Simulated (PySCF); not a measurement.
Compound: C₇H₁₆P₂.
Atom-mapped SMILES: `[CH3:1][P:2]([CH2:3][PH2:4])[CH:5]1[CH2:6][CH2:7][CH2:8][CH2:9]1`

NICS is the negative of the GIAO shielding at a point without a nucleus: at the ring centre (0) and 1 Å above and below it (1); zz is the component along the ring normal. Level: GIAO PBE0/pcSseg-1 (PySCF, non-relativistic, gas phase) on the GFN2-xTB geometry, one conformer.

Ring bond lengths (Å), with Mayer bond orders in brackets: C5–C6 1.529 (0.99), C6–C7 1.532 (1.05), C7–C8 1.541 (1.03), C8–C9 1.534 (1.04), C9–C5 1.530 (1.00).

Task: Give the NICS values of each ring in ppm.

Result: 
```tsv
ring	type	NICS(0)	NICS(1), two faces	NICS(1)zz, two faces	rms pucker (Å)	centre to ring atoms, mean (Å)
C5–C6–C7–C8–C9	5-membered carbocycle; formal bonds all single	-5.4	-4.1 / -4.2	-3.8 / -3.7	0.18	1.28
```

Task: What can be read from them?

Result: 
- C5–C6–C7–C8–C9: mean NICS(1)zz -3.8 ppm, shielded. C5, C6, C7, C8, C9 have four or more neighbours, and the NICS criterion for π rings isn't applied.

Task: At the second NICS(1) probe listed for ring C5–C6–C7–C8–C9, 1 Å off the ring, how large is the induced field along the normal in 11.7 T applied along it?

Result: NICSzz × B0 = -3.7 ppm × 11.7 T = -43 μT, against the applied field.

Task: What are the shieldings of the ring atoms and their hydrogens in the same run (means over atoms taken as equivalent)?

Result: 
```
       atoms                     environment  σ isotropic (ppm)
          C5  sp3 carbon bound to phosphorus              136.2
     C6 (×2)                 ring CH2 carbon              152.4
     C7 (×2)                 ring CH2 carbon              159.6
     H on C5                methine hydrogen              30.59
H on C6 (×2)              methylene hydrogen              30.54
H on C6 (×2)              methylene hydrogen              29.87
H on C7 (×2)              methylene hydrogen              29.86
H on C7 (×2)              methylene hydrogen              29.97
```
